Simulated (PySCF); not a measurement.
Excitation energy of P+ by level of theory

P+ [Ne] 3s2 3p2 (3P) → P+ [Ne] 3s2 3p1 4s1 (3P), as a difference of total energies. All numbers are calculated (PySCF 2.14, no relativity, point nucleus, in aug-cc-pwCVTZ). Correlated levels: valence and next inner shell: 1s2 frozen. The calculations carry no spin-orbit coupling.

```
                                method  excitation energy (cm⁻¹)
                                   UHF                     84923
    MP2 (valence and next inner shell)                     86360
SCS-MP2 (valence and next inner shell)                     86129
   CCSD (valence and next inner shell)                     86497
CCSD(T) (valence and next inner shell)                     86469
```

Errors of the correlated levels include the incompleteness of this basis and the frozen core.

For comparison: 86624 cm⁻¹ (measured; NIST levels, between the centres of gravity of the two terms).
